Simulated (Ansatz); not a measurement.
Coupled-cluster diagnostics for BiMe2(OEt) (C₄H₁₁BiO), Ansatz.

Geometry of the singlet (PBE-D4/def2-SVP):

```xyz
17

Bi   -1.3588   -0.1507    1.0468
C    -2.4714    0.7319   -0.7487
C    -1.4188   -2.2575    0.1511
C     1.5805    0.7790    0.8163
C     2.7831    0.9419   -0.1067
O     0.5217    0.2264    0.0665
H    -3.3271    0.0894   -1.0315
H    -1.7147    0.7519   -1.5564
H    -2.8179    1.7589   -0.5268
H    -1.0996   -3.0072    0.8994
H    -0.6964   -2.2262   -0.6871
H    -2.4353   -2.4923   -0.2188
H     1.3210    1.7788    1.2548
H     1.8749    0.1337    1.6858
H     3.6486    1.3762    0.4352
H     3.0829   -0.0409   -0.5234
H     2.5273    1.6066   -0.9565
```

In the def2 sets Bi takes a core potential; there is no spin–orbit coupling. Correlated methods freeze 9 core orbitals; core or outer-core shells of Bi are correlated, in sets that lack core-valence functions.

(1) Estimate the CCSD(T) correlation energy, the shares of MP2 and (T), T1 and the reference's ⟨S²⟩ for: charge 0, singlet, own geometry in def2-SVP; and the rough time on 4 threads of Intel Xeon Platinum 8259CL on a shared host.

## Answers

(1) 
```json
{"state": "charge 0, singlet, own geometry", "basis": "def2-SVP", "correlation (eV)": "-27.156", "MP2 share (%)": "89.9", "(T) share (%)": "3.0", "T1": "0.013", "⟨S²⟩ (pure)": "0.00 (0.00)", "wall time": "38 s"}
```
Customary marks for T1 are 0.02 (closed shells), 0.045 (open shells) and about 0.05 (3d metals). T1 stays under 0.02 throughout.
